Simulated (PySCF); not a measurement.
Field gradients from PBE0/pcSseg-1 densities (PySCF, non-relativistic) at GFN2-xTB geometries, isolated species, one conformer each; χzz is the principal value of largest magnitude, with Q(35Cl) = −0.0817 b, Q(17O) = −0.0256 b. GFN2-xTB bond lengths can be off by several hundredths of an ångström, more for odd bonds, and the gradients follow them. With so small a basis the couplings can be 20 % off.

Question: Rank these 35Cl sites by the size of the quadrupole coupling, smallest first.
A. The alkyl chlorine of `C[C@@]([SiH3])(Cl)CO[SiH3]`
B. The silicon-bound chlorine of `C=CCC#C[C@@H]1[SiH2][C@@H]1[SiH2]Cl`
C. The silicon-bound chlorine of `C#C[Si@@H](C#C[SiH2]Cl)C(C)C`
D. The alkyl chlorine of `CCC[SiH2]C(Cl)Cl`

Answer: B (40.10 MHz), C (42.75 MHz), A (72.65 MHz), D (77.73 MHz).

Question: Rank these 17O sites by the size of the quadrupole coupling, smallest first.
A. The carbonyl oxygen of `CC(=O)[Si@](C)(N)[SiH3]`
B. The silyl ether oxygen of `CO[Si@H](CCl)[SiH2]C`
C. The siloxane oxygen of `C=CCN[SiH2]O[SiH3]`
D. The silyl ether oxygen of `C[C@@]([SiH3])(Cl)CO[SiH3]`

Answer: C (6.573 MHz), D (9.950 MHz), B (10.38 MHz), A (12.14 MHz).

All sites together:

```
nucleus                                                               site  Vzz (au)     η  χzz (MHz)
   35Cl                             the alkyl chlorine of CCC[SiH2]C(Cl)Cl     4.049  0.05     -77.73
   35Cl                   the alkyl chlorine of C[C@@]([SiH3])(Cl)CO[SiH3]     3.785  0.03     -72.65
   35Cl         the silicon-bound chlorine of C#C[Si@@H](C#C[SiH2]Cl)C(C)C     2.227  0.04     -42.75
   35Cl  the silicon-bound chlorine of C=CCC#C[C@@H]1[SiH2][C@@H]1[SiH2]Cl     2.089  0.03     -40.10
    17O               the silyl ether oxygen of C[C@@]([SiH3])(Cl)CO[SiH3]     1.654  0.47     -9.950
    17O                     the silyl ether oxygen of CO[Si@H](CCl)[SiH2]C     1.726  0.43     -10.38
    17O                          the siloxane oxygen of C=CCN[SiH2]O[SiH3]     1.093  0.04     -6.573
    17O                     the carbonyl oxygen of CC(=O)[Si@](C)(N)[SiH3]    -2.018  0.55      12.14
```
